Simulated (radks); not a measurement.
Spin polarisation of the 4d9 shell in Ag2+. Start: [Kr] 4d(up 4.5, down 4.5); electrons of 4d are moved from spin down to spin up, other shells keep equal spins. All-electron calculation, non-relativistic Kohn-Sham, PBE, spin-polarised, spherical densities, point nucleus. Program: a radial shooting solver on a logarithmic mesh with Libxc functionals.

| moment (Bohr magnetons) | E - E(0) (eV) | e(4d up) (eV) | e(4d down) (eV) | 4p down minus up (eV) | 4s down minus up (eV) |
|---|---|---|---|---|---|
| 0 | 0.000 | -29.278 | -29.278 | 0.000 | 0.000 |
| 0.25 | -0.011 | -29.369 | -29.186 | 0.194 | 0.192 |
| 0.5 | -0.046 | -29.458 | -29.091 | 0.388 | 0.384 |
| 0.75 | -0.103 | -29.545 | -28.995 | 0.582 | 0.576 |
| 1 | -0.183 | -29.630 | -28.896 | 0.776 | 0.768 |

At moment 1 the spin-polarisation energy is -0.183 eV and the 4d exchange splitting 0.734 eV, that is 0.734 eV per Bohr magneton; E = -I m^2/4 would give I = 0.733 eV.
